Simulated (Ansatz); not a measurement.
```yaml
crystal:
  periodic: [false, false, false]
  atoms:
    - {symbol: O, position_ang: [-0.878592, 0.367106, 1.197183]}
    - {symbol: Zr, position_ang: [0.224374, -0.604807, 0.012850]}
    - {symbol: F, position_ang: [1.569212, -1.584046, 0.913866]}
    - {symbol: Cl, position_ang: [-1.084005, -2.100910, -1.237968]}
    - {symbol: Se, position_ang: [1.394416, 1.096702, -1.538379]}
    - {symbol: H, position_ang: [-1.461908, 0.720246, 1.864150]}
    - {symbol: H, position_ang: [0.297703, 2.037710, -1.257301]}
basis:
  gaussian: {orbitals: def2-TZVPP}
magnetization: {spin_polarized: true, initial_magnetization: 2}
hamiltonian: {xc: {name: HF}}
correlation: {active_space: {window: {electrons: 6, orbitals: 2}}}
accuracy: high
```

```sh
$ ansatz run in.yaml --threads 4 --pin off --events-out ev --progress --plain --max-ram 10444MiB
```

(1) How does Ansatz answer? (Best estimate.)

Answers

(1) Computed: The input was rejected before any iteration.
```
Error: invalid value for `correlation.active_space`: it starts from restricted Hartree–Fock orbitals; set hamiltonian.xc: hf without magnetization.spin_polarized
```
